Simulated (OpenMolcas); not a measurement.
Exact exchange and the dipole moment of InClF2

InClF2 has 4 atoms, charge 0, and is taken as a singlet. SMILES: `[F][In]([F])[Cl]`. The shape is that of a PBE0-D4/def2-TZVP optimisation.

The dipole moment y, in D, basis def2-SVP with a core potential; a is the functional's share of exact exchange. Programs: OpenMolcas 26.06.

| functional | program | a | y (D) |
| --- | --- | --- | --- |
| BP86 | OpenMolcas | 0 | 1.04 |
| r2SCAN | OpenMolcas | 0 | 1.05 |
| B3LYP | OpenMolcas | 0.2 | ? |
| PBE0 | OpenMolcas | 0.25 | 1.16 |
| BHLYP | OpenMolcas | 0.5 | 1.32 |

Question: Fit y = c + s·a to the known rows and predict B3LYP.

Answer: 
1. Means of the 4 rows: a = 0.1875, y = 1.143.
2. Σ(Δa)² = 0.17188, Σ(Δa·Δy) = 0.093125, so the slope is 0.093125/0.17188 = 0.5418.
3. Intercept: 1.143 − (0.5418) × 0.1875 = 1.041. The largest residual of the fit is 0.016.
4. B3LYP: 1.041 + (0.5418) × 0.2 = 1.15 D.

The run gave 1.21 D, so the prediction is off by -0.06 D, more than the scatter of the fit. More exact exchange makes the molecule more polar here. The rows mix families of semi-local functionals, which the line can't see.
